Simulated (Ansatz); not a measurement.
C₂H₅AlO₂ at its PBE0-D4/def2-TZVP geometry, where that method's forces vanish. The species carries charge 0 and has multiplicity 1. The bonds changed during the relaxation, so this is another structure than the one it started from.

| atom | x (Å) | y (Å) | z (Å) |
| --- | --- | --- | --- |
| C1 | 0.6788 | -1.4973 | 0.9812 |
| O2 | 0.0915 | -1.1922 | -0.2998 |
| C3 | -0.2270 | 0.0432 | -0.5280 |
| O4 | -0.0288 | 0.9420 | 0.3415 |
| Al5 | -0.8240 | 1.7566 | -1.2177 |
| H6 | -0.0112 | -1.2355 | 1.7827 |
| H7 | 0.8636 | -2.5676 | 0.9651 |
| H8 | 1.6095 | -0.9455 | 1.1086 |
| H9 | -2.3512 | 2.1170 | -1.0374 |
| H10 | 0.1988 | 2.5793 | -2.0961 |

Q: For each bond, give half the difference of the two atoms' forces along it (eV/Å; positive pushes the atoms apart) under PBE-D4, r2SCAN-D4, B3LYP-D4, ωB97M-V in def2-TZVPP. (Estimate.)

A: Ansatz gave: 
| bond | length (Å) | PBE-D4 | r2SCAN-D4 | B3LYP-D4 | ωB97M-V |
| --- | --- | --- | --- | --- | --- |
| C1–O2 | 1.442 | 0.31 | 0.32 | 0.29 | 0.12 |
| C1–H6 | 1.089 | 0.07 | -0.08 | -0.09 | -0.09 |
| C1–H7 | 1.086 | 0.04 | -0.09 | -0.13 | -0.08 |
| C1–H8 | 1.089 | 0.07 | -0.08 | -0.09 | -0.09 |
| O2–C3 | 1.296 | 0.34 | 0.17 | 0.11 | 0.13 |
| C3–O4 | 1.266 | 0.82 | 0.41 | 0.25 | 0.16 |
| C3–Al5 | 1.941 | -0.03 | -0.10 | 0.03 | 0.06 |
| O4–Al5 | 1.931 | 0.43 | 0.13 | 0.16 | 0.14 |
| Al5–H9 | 1.579 | 0.00 | -0.03 | -0.10 | -0.14 |
| Al5–H10 | 1.579 | 0.00 | -0.03 | -0.10 | -0.14 |

B3LYP here is the variant with VWN-RPA as its local correlation; programs differ in this.
